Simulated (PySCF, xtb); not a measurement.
Mg(Et)(OMe) (C₃H₈MgO), SMILES C[CH2][Mg][O]C.

GFN2-xTB run with xtb at its own geometry gives an orbital gap of 2.47 eV and a dipole moment of 3.35 D.

Geometry: PBE0-D3(BJ)/def2-SVP. The structure was generated by enumeration; whether it is a known compound was not checked. Other conformers were not sampled.

Problem. What does HF/def2-TZVP in PySCF give? (The exact figures need the calculation; the answer reports its results.)

Solution. gap 10.67 eV (levels -9.41 and 1.27 eV), dipole 0.41 D.
